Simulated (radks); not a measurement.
Q: These are the eigenvalues of the occupied orbitals of an atom or ion with whole-number occupations (eV). All-electron calculation, scalar-relativistic Kohn-Sham, r2SCAN, spin-polarised, spherical densities, finite nucleus; meta-GGA in the generalised Kohn-Sham scheme; Fermi nuclear charge, rms radius of each element as measured or else 0.836 A^(1/3) + 0.57 fm. Program: a radial shooting solver on a logarithmic mesh with Libxc functionals.

| orbital | eigenvalue |
|---|---|
| 1s up | -78245.12 |
| 1s down | -78244.87 |
| 2s up | -17089.00 |
| 2s down | -17088.78 |
| 2p up | -15445.01 |
| 2p down | -15444.78 |
| 3s up | -6644.750 |
| 3s down | -6644.181 |
| 3p up | -6154.378 |
| 3p down | -6153.828 |
| 7s up | -1032.210 |

Which element is it, and in what charge state? The configuration may be excited. Open shells, if any, are filled with parallel spins first.

A: Z = 76, osmium, charge +57: Os57+ in [Ar] 7s1. The list shows which subshells hold electrons but not how many an open one holds; the 1s level, -2875.5 hartree, gives Z - s = 75.8 by -(Z - s)^2/2, which with screening and relativity narrows Z to a few neighbours, and the depths of the outer levels then fix element, charge and occupations together.
